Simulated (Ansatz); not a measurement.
Born–Oppenheimer molecular dynamics of CH₄ClGa (7 atoms, charge 0, multiplicity 1). It starts at the highest image of a converged band. Of that band: A vibrational analysis at the climbing image gives 2 clearly imaginary modes (752i, 60i cm⁻¹): a point of higher order, so a lower path passes nearby.

Computed with RKS r2SCANh-D4/def2-SVP in Ansatz 0.2.0.

| Property | Result |
| --- | --- |
| ensemble | NVE (velocity Verlet) |
| time step | 0.5 fs |
| steps asked | 200 |
| starting velocities drawn for | 100 K |
| seed | 9873 |

First frame:

```xyz
7
Properties=species:S:1:pos:R:3
Ga -0.500 0.004 0.736
H 1.092 0.000 1.261
Cl 2.001 -0.005 -0.092
C -1.612 0.002 -0.894
H -2.218 -0.915 -0.936
H -2.297 0.863 -0.890
H -0.971 0.052 -1.785
```

(1) How far do the bonds stretch over the last three quarters of this one trajectory? (Pairs bonded in most of those frames.)

## Answers

(1) 
```tsv
bond	mean (Å)	spread (Å)	shortest	longest
Ga1–H2	1.631	0.085	1.51	1.83
Ga1–Cl3	2.239	0.220	1.92	2.57
Ga1–C4	1.948	0.036	1.88	2.00
C4–H5	1.104	0.005	1.10	1.12
C4–H6	1.105	0.011	1.09	1.14
C4–H7	1.106	0.013	1.09	1.14
```

Mean temperature of the second half: 2028 K. The conserved energy stayed within 0.18 meV per atom of its start (net change -0.0091 meV per atom), so the integration is sound. The kinetic energy rose, since the run started high on the potential surface and went downhill. A run of 0.1 ps of so small a system gives no equilibrium averages. The orbitals stay closed-shell, which can raise the energy where a bond breaks towards radicals; this wasn't checked here.

The run took 11 min on 2 threads of Arm Neoverse V1 (shared host), peak memory 0.19 GiB.
